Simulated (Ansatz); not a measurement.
Ansatz (an electronic-structure program) input (B2PLYP/def2-TZVPD):

Ansatz 0.2 input:
```yaml
crystal:
  periodic: [false, false, false]
  atoms:
    - {symbol: Sr, position_ang: [0.29501425, -0.11245517, -0.18468336]}
    - {symbol: F, position_ang: [-0.86562395, 1.63285047, -0.84768634]}
    - {symbol: F, position_ang: [-0.37999178, -1.15803974, 1.62746054]}
basis:
  gaussian:
    orbitals: def2-TZVPD
hamiltonian:
  xc: {name: B2PLYP}
total_charge: -1
magnetization: {spin_polarized: true, initial_magnetization: 1}
correlation: {electrons: outside_noble_gas}
```

End of the output:

```
integrals: 0.08 GiB planned
816 factors; integrals over basis functions are off by at most 7.0e-4 eV
mean field: 0.47 GiB planned
mean field evaluation 1: about -6265.3179 eV, gradient 5.8e0 eV
mean field evaluation 2: about -6265.4360 eV, gradient 5.6e0 eV
mean field evaluation 4: about -6265.8471 eV, gradient 6.9e-1 eV
mean field evaluation 8: about -6265.8602 eV, gradient 1.8e-1 eV
mean field evaluation 16: about -6265.8607 eV, gradient 1.3e-4 eV
mean field -6265.86065325 eV, -230.2661318541 hartree, gradient 8.8e-6 eV, S^2 0.750074; 2 other end points of the search recorded, 0 dependent functions left out
6 core orbitals not correlated, not the lowest: weight in the atoms' cores, before any rotation towards them, 0.924 or more for the frozen orbitals, at most 0.065 for the correlated occupied ones
reference -6265.86079835 eV, -230.2661371864 hartree; 9, 8 occupied and 98, 99 virtual orbitals, 816 factors
second order -18.31208665 eV of doubles, -0.00000000 eV of singles
Total energy: -6270.80506175 eV, -230.4478355149 hartree
```
